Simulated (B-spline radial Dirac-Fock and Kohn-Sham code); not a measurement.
These are calculated numbers from a radial B-spline solver; the model is relaxed Dirac-Fock hole states (ΔSCF) with Breit and QED corrections and a finite nucleus. Free neutral atoms.

Task: Order these X-ray lines by photon energy, lowest first.
A. Ho Lβ3
B. Pt Lη
C. Os Lβ1
D. Er Lα1
E. Er Lℓ
F. V Kα1

Result: F (4950.7 eV), E (6134.4 eV), D (6946.9 eV), A (7655.0 eV), B (9968.9 eV), C (10354.0 eV).
